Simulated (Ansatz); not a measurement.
Problem. Name a neutral molecule of C, Ga, O and H with size of the dipole moment (PBE/def2-TZVPP) between 0.85 and 1.15 D and LUMO energy (ωB97M-V/def2-TZVPP) between -0.15 and 0.15 eV (Ansatz, PBE0-D4/def2-TZVP geometry).

Solution. `C/C(O)=[CH]/[GaH2]` (0.97 D, 0.10 eV); `C=[C](O)[GaH2]` (0.94 D, -0.14 eV). Other molecules can fit too; these were computed, each in one conformer that needn't be the lowest.
